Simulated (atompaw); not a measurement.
# What one change does to a pseudopotential (magnesium (Mg), PAW (atompaw))

```
Element                 : Mg (Z = 12)
Generator               : atompaw 4.2.0.5
Type                    : PAW
Functional              : LDA (PW92)
Relativity              : scalar-relativistic
Frozen core             : [He]
Valence charge          : 10
Reference configuration : 2s2 2p6 3s1 3p0 (charge +1)
Partial waves           : 2s (bound): rc 1.15 bohr; 3s (bound): rc 1.40 bohr; 2p (bound): rc 0.65 bohr; 3p (bound, empty): rc 1.35 bohr; 3d channel at -0.1 Ry: rc 1.40 bohr
Local potential         : troulliermartins scheme with l = 3 at -0.5 Ry, radius 0.90 bohr
Core correction         : smooth core density matched at 1.15 bohr
Augmentation charge     : sinc compensation charge, radius 1.05 bohr; PAW radius 1.40 bohr; waves and projectors: modrrkj vanderbiltortho
```

Change: all radii scaled by about 1.20 (s 1.38, p 0.78, d 1.68 bohr); local potential troulliermartins scheme with l = 3 at -0.5 Ry, radius 1.08 bohr; augmentation sinc compensation charge, radius 1.26 bohr; PAW radius 1.68 bohr; waves and projectors: modrrkj vanderbiltortho; core correction smooth core density matched at 1.38 bohr.

Cutoffs: the cutoffs (Ry, on a coarse ladder) from which the occupation-weighted sum of valence levels, in a spherical-Bessel basis at the reference potential, stays within 10 and 1 mRy of its value at 400 Ry; they do not see the model core or the augmentation charge, which bear on the density cutoff.

Problem. What does the change do?

Solution. The potential gets softer (160 Ry and 300 Ry → 140 Ry and 230 Ry); neither file shows a bound ghost. A larger radius leaves more room for a smooth pseudo-wave, so fewer plane waves are needed.

| quantity | base | changed |
| --- | --- | --- |
| cutoff, loose | 160 Ry | 140 Ry |
| cutoff, tight | 300 Ry | 230 Ry |
| loose cutoff by channel (10 mRy a level) | s 30 Ry, p 140 Ry | s 21 Ry, p 100 Ry |
| bound ghosts | none | none |
| lowest overlap eigenvalue by channel | s 0.82, p 0.45, d 1.00 | s 0.82, p 0.50, d 1.00 |

 The cutoffs see the waves, projectors and local potential, not the compensation charge or the core.
